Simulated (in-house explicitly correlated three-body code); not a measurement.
Computed with an exponentially correlated three-body code. Model: two electrons around a point charge, non-relativistic, variational in 260 exponentially correlated functions (energies converged to about 1e-7 hartree, or 1e-8 relative for large Z).

Command:
```bash
python run_hyl.py task.json out
```
Settings (lengths in bohr, energies in hartree):
```
Z                      2
screening              0.2
interaction_strength   1
functions              260
states_tried           13
```

Cost of the run: 40 s on 1 thread of Intel(R) Xeon(R) Platinum 8488C (Sapphire Rapids), with other jobs on the host.

**Those bound S and P states to n = 4 that converged, binding against the one-electron ion.**

Given: nuclear charge 2; Yukawa screening of all interactions 0.2 1/bohr.

Computed: one-electron threshold -1.62823212 hartree.

```csv
term,energy (hartree),binding (eV)
1 1S,-2.34700618,19.559
2 3S,-1.67009576,1.1392
2 1S,-1.65149042,0.63289
2 3P,?,?
2 1P,-1.6316959,0.094254
```

Question: What belongs in the row 2 3P?

Answer: energy (hartree): -1.63474899; binding (eV): 0.17733.

**Converged states only, values per electron or pair (inverse distances are <exp(-kr)/r>).**

| term | mean r (bohr) | mean r squared (bohr²) | mean inverse r (1/bohr) | mean r12 (bohr) | mean inverse r12 (1/bohr) | mean cosine | mean p1 dot p2 (bohr⁻²) | delta r1 (bohr⁻³) | delta r12 (bohr⁻³) |
| --- | --- | --- | --- | --- | --- | --- | --- | --- | --- |
| 1 1S | 0.93974 | 1.2245 | 1.4931 | 1.4379 | 0.76254 | -0.062928 | 0.15304 | 1.7861 | 0.10375 |
| 2 3S | 2.9675 | 16.603 | 0.96794 | 5.2593 | 0.10696 | -0.010945 | 0.0039105 | 1.2889 | - |
| 2 1S | 3.711 | 27.299 | 0.94854 | 6.7224 | 0.083801 | -0.0082813 | 0.0050114 | 1.2775 | 0.0048656 |
| 2 3P | ? | ? | ? | ? | ? | ? | ? | ? | - |
| 2 1P | 4.9453 | 57.647 | 0.92773 | 9.1763 | 0.054271 | -0.0024315 | 0.013892 | 1.2567 | 0.00021423 |

Question: What belongs in the row 2 3P?

Answer: mean r (bohr): 4.1583; mean r squared (bohr²): 38.836; mean inverse r (1/bohr): 0.93652; mean r12 (bohr): 7.6221; mean inverse r12 (1/bohr): 0.072463; mean cosine: -0.015515; mean p1 dot p2 (bohr⁻²): -0.025636; delta r1 (bohr⁻³): 1.2512.

**Electric-dipole lines between converged S and P states, rate of the upper state's decay.**

| s state | p state | p minus s (eV) | oscillator strength from s | rate (1/s) |
| --- | --- | --- | --- | --- |
| 1 1S | 2 1P | 19.465 | 0.099449 | 5.4498e+08 |
| 2 1S | 2 1P | 0.53864 | 0.65602 | 2.7529e+06 |
| 2 3S | 2 3P | 0.96183 | 0.71528 | 9.5712e+06 |

**Static dipole response.**

| state | polarisability (bohr³) |
| --- | --- |
| 1 1S | 1.4738 |
